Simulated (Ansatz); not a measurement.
(NaCl)n off: PBE-D4/def2-SVP single points in Ansatz on relaxed structures, gas phase. Each cluster is the lowest isomer that a short search found in that spin, judged at the geometry's level, and lower ones may exist. HOMO and LUMO are taken over both spins. The structures are stationary points that may keep the symmetry of their start.

| species | atoms | state | geometry | HOMO (eV) | LUMO (eV) | gap (eV) | point group (within 0.1 Å) |
| --- | --- | --- | --- | --- | --- | --- | --- |
| Na2Cl | 3 | doublet | PBE0-D4/def2-TZVP | -2.92 | -2.14 | 0.79 | C2v |
| Na2Cl3 | 5 | doublet | PBE-D4/def2-SVP | -5.77 | -5.35 | 0.42 | C2v |
| Na3Cl2 | 5 | doublet | PBE0-D4/def2-SVP | -2.79 | -1.98 | 0.80 | – |

The gap (eV) runs from 0.42 (Na2Cl3) to 0.80 (Na3Cl2).
